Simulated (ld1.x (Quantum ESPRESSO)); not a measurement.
Building the TM potential for Pt (Z = 78) (BLYP, fully relativistic).

ld1.x (Quantum ESPRESSO) 7.5 input, shortened:

```
&input
   title='Pt', zed=78., rel=2, dft='BLYP', iswitch=3,
   config='[Xe] 4f14 5d9 6s0.5 6p0', rel_dist='average'
 /
 &inputp
   pseudotype=2, tm=.true., lloc=0,
   nlcc=.false.
 /
3
5P  2  1   6.00   0.00  1.75  1.75  0.0
5D  3  2   9.00   0.00  1.50  1.50  0.0
5S  1  0   2.00   0.00  1.35  1.35  0.0
 &test
   configts(1)='5s2 5p6 5d9 6s0.5 6p0'
 /
```

Open shells are filled in proportion to 2j + 1 (rel_dist='average').

Occupied shells without a wave of their own: 6s. They enter only through the test configuration that unscreens the potential.

Poles of the logarithmic derivatives, all-electron (AE) and pseudo (PS). s: poles at -7.5 (AE) and -7.5, 4.8 (PS) Ry. p1/2: poles at -4.8 (AE) and -4.8, 4.4 (PS) Ry. p3/2: poles at -3.5 (AE) and -3.5 (PS) Ry. d3/2: poles at 0.9 (AE) and 0.9 (PS) Ry. d5/2: poles at 1.2 (AE) and 1.2 (PS) Ry. Test radius 1.89 bohr.

* Cutoffs needed: 90 Ry and 160 Ry (the cutoffs (Ry, on a coarse ladder) from which the occupation-weighted sum of valence levels, in a spherical-Bessel basis at the reference potential, stays within 10 and 1 mRy of its value at 400 Ry)
* Ghost test: no extra level below or beside the all-electron valence levels (p1/2, p3/2, d3/2, d5/2, s, f tested) (spherical-Bessel basis up to 400 Ry, 20 bohr box)
* Largest excitation error: +838 meV (all-electron minus pseudo) for 5s2 5p6 5d8 6s1 6p1, out of 7 test configurations
